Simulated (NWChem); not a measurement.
C$_{3}$H$_{10}$N cation; SMILES C[NH+](C)C

All runs: NWChem. Pople sets run with spherical d functions. Structure relaxed at the B3LYP/6-31G* (spherical d) level. Static field.

```csv
level,isotropic polarisability (bohr³),anisotropy (bohr³)
PBE/6-31+G*,39.8,6.0
B3LYP/6-31+G*,39.1,5.6
BHandHLYP/6-31+G*,38.3,5.4
CAM-B3LYP/6-31+G*,38.8,5.4
```
